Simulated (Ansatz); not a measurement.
Start from `O[SiH2]SC[SiH3]` and change one atom or group to get `O[SiH2]S[SiH2]Cl`.

Ansatz, PBE0-D4/def2-TZVP geometries, multiplicity 1. Each molecule was computed in one conformer, which needn't be the lowest.

```json
{"property": "LUMO energy (ωB97M-V/def2-TZVPP) / eV", "`O[SiH2]SC[SiH3]`": "1.40"}
{"property": "size of the dipole moment (ωB97M-V/def2-TZVPP) / D", "`O[SiH2]SC[SiH3]`": "2.03"}
{"property": "HOMO–LUMO gap (ωB97M-V/def2-TZVPP) / eV", "`O[SiH2]SC[SiH3]`": "10.52"}
{"property": "HOMO–LUMO gap (PBE/def2-TZVPP) / eV", "`O[SiH2]SC[SiH3]`": "4.53"}
{"property": "HOMO energy (PBE/def2-TZVPP) / eV", "`O[SiH2]SC[SiH3]`": "-5.79"}
{"property": "size of the dipole moment (B3LYP/def2-TZVPP) / D", "`O[SiH2]SC[SiH3]`": "2.03"}
```

Q: What does the change do to each property? (Estimate.)

A: The calculation gave: 
| property | `O[SiH2]S[SiH2]Cl` | shift |
| --- | --- | --- |
| LUMO energy (ωB97M-V/def2-TZVPP) / eV | 1.56 | 0.16 |
| size of the dipole moment (ωB97M-V/def2-TZVPP) / D | 0.42 | -1.61 |
| HOMO–LUMO gap (ωB97M-V/def2-TZVPP) / eV | 11.69 | 1.17 |
| HOMO–LUMO gap (PBE/def2-TZVPP) / eV | 5.64 | 1.11 |
| HOMO energy (PBE/def2-TZVPP) / eV | -6.75 | -0.96 |
| size of the dipole moment (B3LYP/def2-TZVPP) / D | 0.44 | -1.59 |

With PBE0 the HOMO falls by 1.01 eV and the LUMO rises by 0.14 eV, so the gap widens by about 1.15 eV. PBE moves the HOMO by -0.96 eV and ωB97M-V by -1.00 eV. Dipoles are sizes alone; their direction can turn.

B3LYP here is the variant with VWN-RPA as its local correlation; programs differ in this.
